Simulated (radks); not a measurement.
Results of a calculation; reference values are marked as such.
Nb3+, configuration [Kr] 4d2.

Code: a radial shooting solver on a logarithmic mesh with Libxc functionals. Model: scalar-relativistic Kohn-Sham, r2SCAN, spin-polarised, spherical densities, finite nucleus; open shells are filled with parallel spins first (spin-orbit coupling, left out, can overturn this in heavy ions); meta-GGA in the generalised Kohn-Sham scheme; Fermi nuclear charge, rms radius 4.324 fm.

Energy parts (eV):
part                       energy
total                 -103907.177
kinetic                106991.275
electron-nucleus      -249146.969
Hartree                 41467.516
exchange-correlation    -3218.999

Orbitals (lengths in bohr, moments of r in powers of bohr; <r^-3> diverges for s and p1/2; r(90%) holds 90 % of the orbital's charge):
| orbital | occ. | eigenvalue (eV) | <r^-3> | r(90%) | <r^4> |
|---|---|---|---|---|---|
| 1s up | 1 | -18881.90 | - | 0.0647 | 8.006e-06 |
| 1s down | 1 | -18881.92 | - | 0.0647 | 8.006e-06 |
| 2s up | 1 | -2680.205 | - | 0.244 | 0.001493 |
| 2s down | 1 | -2679.861 | - | 0.244 | 0.001492 |
| 2p up | 3 | -2394.032 | 2347 | 0.224 | 0.001073 |
| 2p down | 3 | -2393.789 | 2347 | 0.224 | 0.001073 |
| 3s up | 1 | -478.5468 | - | 0.653 | 0.07791 |
| 3s down | 1 | -478.4320 | - | 0.653 | 0.07789 |
| 3p up | 3 | -384.0772 | 385.2 | 0.673 | 0.08717 |
| 3p down | 3 | -383.9284 | 384.9 | 0.673 | 0.08710 |
| 3d up | 5 | -230.2211 | 50.44 | 0.693 | 0.1002 |
| 3d down | 5 | -229.9369 | 50.42 | 0.693 | 0.09988 |
| 4s up | 1 | -91.3496 | - | 1.68 | 3.396 |
| 4s down | 1 | -89.6432 | - | 1.67 | 3.327 |
| 4p up | 3 | -66.4396 | 53.06 | 1.88 | 5.371 |
| 4p down | 3 | -64.4629 | 54.43 | 1.87 | 5.213 |
| 4d up | 2 | -31.2224 | 4.219 | 2.61 | 19.46 |
| 4d down | 0 | -28.5615 | 4.453 | 2.58 | 19.11 |

The highest occupied level is 4d up at -31.222 eV. Spin moment in Bohr magnetons: 2.
